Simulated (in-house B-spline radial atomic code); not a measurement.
## RPBE excitations of Ar6+

Method: RPBE. Computed with an all-electron radial atomic-structure program (B-spline basis): linear response of the closed shell [Ne] 3s2 with the functional's adiabatic kernel; scalar-relativistic (spin-free one-electron X2C), finite nucleus, no spin-orbit coupling, no double excitations, S, P, D and F terms only.

Command:
```bash
python run_td.py task.json out
```
Settings (radii: box in bohr, nucleus in fm):
```
Z                        18
electrons                12
configuration            [Ne] 3s2
hamiltonian              x2c
method                   rpbe,pbe
box_radius               14.35
rms_radius               3.4274
intervals                71
```

Run time, properties included: 0.2 s on 1 thread of Intel(R) Xeon(R) 6975P-C (Granite Rapids), with other jobs on the host.

The lowest states, in the order of their Tamm-Dancoff energies; the method's threshold (minus the highest occupied level) is 115.92 eV. Labels give the largest channel, * marks a mixed state, and oscillator strengths are full-response dipole values. Semilocal kernels can invert the small singlet-triplet splittings of Rydberg terms. Energies in eV:

```
     state  full response  Tamm-Dancoff  oscillator strength
3s → 3p 3P         13.138        13.584                    -
3s → 3p 1P         21.004        21.685                 1.17
3s → 3d 3D          37.16         37.36                    -
3s → 3d 1D          40.67         40.68                    -
3s → 4s 3S              ?             ?                    -
3s → 4s 1S          64.23         64.28                    -
3s → 4p 3P          68.67         68.68                    -
3s → 4p 1P          69.22         69.26                0.195
3s → 4d 3D              ?             ?                    -
3s → 4d 1D          77.20         77.21                    -
```

Problem. Where does 3s → 4d 3D lie?

Solution. At 76.92 eV in full response, 76.94 eV in Tamm-Dancoff.

Problem. Where does 3s → 4s 3S lie?

Solution. At 62.73 eV in full response, 62.75 eV in Tamm-Dancoff.

Problem. How large is the singlet-triplet splitting of 3s → 3p (P terms) in Tamm-Dancoff?

Solution. 8.1 eV, from the unrounded values.

Problem. What polarisabilities and dispersion coefficient does the method give?

Solution. Dipole 2.052 bohr³, quadrupole 1.792 bohr⁵, C6 2.619 hartree·bohr⁶ for two such species.
